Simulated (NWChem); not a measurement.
CH4FNSi2; SMILES F[Si@H]1C=N[SiH2]1

```xyz
9

F     -0.3236    -2.2137    -0.5549
Si    -0.0001    -0.9097     0.3688
C      1.4454     0.2519    -0.0953
N      0.9742     1.4496    -0.1131
Si    -0.8221     1.2440    -0.0099
H      0.1036    -1.4185     1.7715
H      2.5288     0.0801    -0.2434
H     -1.4737     2.0814     1.0409
H     -1.4507     1.5370    -1.3302
```
Atoms are numbered in this order, from 1.

Level: PBE0/def2-SVP (NWChem), optimised geometry, unscaled harmonic frequencies. 

```tsv
frequency (cm⁻¹)	IR intensity (km/mol)
116	12.8
184	6.5
302	4.9
392	6.2
450	8.3
525	13.0
614	22.5
666	24.4
701	19.9
749	99.7
806	120.5
814	25.1
896	101.2
922	118.0
948	94.0
1292	14.4
1624	35.5
2217	127.3
2236	95.1
2250	94.8
3067	39.5
```

```yaml
zero_point_energy: 31.1 kcal/mol
thermal correction to the enthalpy at 298.15 K (with zero-point energy): 35.5 kcal/mol
heat capacity Cv: 21.8 cal/(mol K)
entropy at 298.15 K and 1 atm (symmetry number 1): 78.1 cal/(mol K)
dipole_moment: 0.95 D
```

Rigid rotor and harmonic oscillator.
